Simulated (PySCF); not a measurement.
Z-matrix (Å, degrees):
```
Hf
F 1 1.9162
F 1 1.9181 2 114.83
F 1 1.9200 2 110.93 3 -121.40
N 1 2.0228 2 106.79 4 -118.90
H 5 1.0197 1 126.50 2 -168.12
H 5 1.0200 6 107.87 1 178.01
```
Charge 0, spin multiplicity 1.

**Question.** What is the computed total energy, HOMO, LUMO, HOMO–LUMO gap and charge on the central atom (Mulliken) (PBE-D3(BJ)/def2-TZVP // r2SCAN-D4/def2-SVP in PySCF 2.14.0)?

**Answer.** 
```yaml
total_energy: -10983.93 eV
HOMO: -6.67 eV
LUMO: -1.51 eV
HOMO–LUMO gap: 5.17 eV
charge on the central atom (Mulliken): 1.44 e
```
